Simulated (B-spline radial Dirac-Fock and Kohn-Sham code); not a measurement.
## Magnetic form factor of the 4f shell of Er¹⁹⁺

System: erbium as Er¹⁹⁺ in the configuration [Kr] 4d10 4f3.

These are calculated numbers from an atomic code on a B-spline grid; the model is configuration-average Dirac-Fock orbitals. ⟨j_K⟩ is the integral of the 4f radial density with the spherical Bessel function j_K(4πsr), s = sin θ/λ.

Hund's rules give S = 3/2, L = 6, J = 9/2 for 4f3, so g = 0.727, and the dipole approximation is F = ⟨j0⟩ + C₂⟨j2⟩ with C₂ = (2 − g)/g = 1.750.

| s (Å⁻¹) | ⟨j0⟩ | ⟨j2⟩ | ⟨j4⟩ | ⟨j6⟩ | F (dipole) |
| --- | --- | --- | --- | --- | --- |
| 0 | 1.0000 | 0.0000 | 0.0000 | 0.0000 | 1.0000 |
| 0.09 | 0.9794 | 0.0082 | 0.0000 | 0.0000 | 0.9938 |
| 0.11 | 0.9694 | 0.0122 | 0.0001 | 0.0000 | 0.9907 |
| 0.13 | 0.9575 | 0.0168 | 0.0001 | 0.0000 | 0.9870 |
| 0.15 | 0.9438 | 0.0222 | 0.0002 | 0.0000 | 0.9827 |
| 0.18 | 0.9201 | 0.0314 | 0.0004 | 0.0000 | 0.9750 |
| 0.21 | 0.8929 | 0.0418 | 0.0008 | 0.0000 | 0.9660 |
| 0.25 | 0.8517 | 0.0573 | 0.0015 | 0.0000 | 0.9519 |
| 0.29 | 0.8058 | 0.0741 | 0.0026 | 0.0001 | 0.9354 |
| 0.34 | 0.7432 | 0.0962 | 0.0046 | 0.0001 | 0.9116 |
| 0.4 | 0.6632 | 0.1230 | 0.0082 | 0.0004 | 0.8784 |
| 0.48 | 0.5532 | 0.1566 | 0.0152 | 0.0010 | 0.8272 |
| 0.56 | 0.4459 | 0.1849 | 0.0245 | 0.0021 | 0.7694 |
| 0.66 | 0.3232 | 0.2099 | 0.0389 | 0.0046 | 0.6906 |
| 0.78 | 0.2009 | 0.2231 | 0.0582 | 0.0095 | 0.5913 |
| 0.93 | 0.0904 | 0.2165 | 0.0814 | 0.0186 | 0.4693 |
| 1.09 | 0.0190 | 0.1903 | 0.1002 | 0.0307 | 0.3521 |
| 1.29 | -0.0225 | 0.1463 | 0.1114 | 0.0463 | 0.2335 |
| 1.52 | -0.0339 | 0.0977 | 0.1087 | 0.0603 | 0.1370 |

Radial moments of the shell: ⟨r²⟩ = 0.3489, ⟨r⁴⟩ = 0.2066, ⟨r⁶⟩ = 0.1871 in powers of bohr.
